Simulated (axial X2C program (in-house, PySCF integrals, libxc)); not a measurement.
**Worked dissociation energy of RbTe: MP2, 2c**

Calculated with an in-house all-electron X2C program for linear molecules (integrals from PySCF). Two-component (2c) means X2C with spin–orbit coupling and atomic mean-field two-electron Coulomb and Gaunt terms. Basis: Te dyall-cv3z [11s12p8d4f1g], Rb dyall-cv3z [12s13p8d4f1g] (cores contracted in-house); Gaussian nuclei, density fitting, unrestricted open shells. Masses: Te 129.906 u, Rb 84.912 u.

Molecular state: Ω = 3/2 (⟨Sz⟩ = 0.50, ⟨Lz⟩ = 1.00 at HF).

Correlated methods: 15 electrons correlated (number of frozen shells: Te 4 s, 3 p, 2 d; Rb 3 s, 2 p, 1 d), 311 virtual spin orbitals or spinors in MP2.

```
E(Te) (2M_J = 4) : -6788.189848 hartree
E(Rb) (2M_J = 1) : -2978.266353 hartree
E(RbTe) at Re    : -9766.528719 hartree
ωe               : 126.3 cm⁻¹
ωexe             : 0.273 cm⁻¹
```

Problem. Work out De and D0.

Solution. De = -6788.189848 + (-2978.266353) − (-9766.528719) = 0.07252 hartree = 1.973 eV. The zero-point energy is ωe/2 − ωexe/4 = 63 cm⁻¹ = 0.008 eV, so D0 = 1.965 eV.

One determinant describes the state; a PBE0 search over occupations chose it and may have missed a lower one. De is counted from the lowest determinant-based energies of the atoms at the same level, without counterpoise correction. Other states lie close and PBE0, whose exact exchange favours high spin, may order them wrongly; the determinant shown need not be the ground state. The nearest other 2c determinant of the search, Ω = 1/2, lies 0.23 eV up at the distance of the search. With the outer-core shells frozen, correlated bond lengths of heavy atoms tend to come out a few hundredths of an ångström too long.

Each atomic determinant is the lowest at this level and need not be a pure J level. Totals compare only within one Hamiltonian and basis.
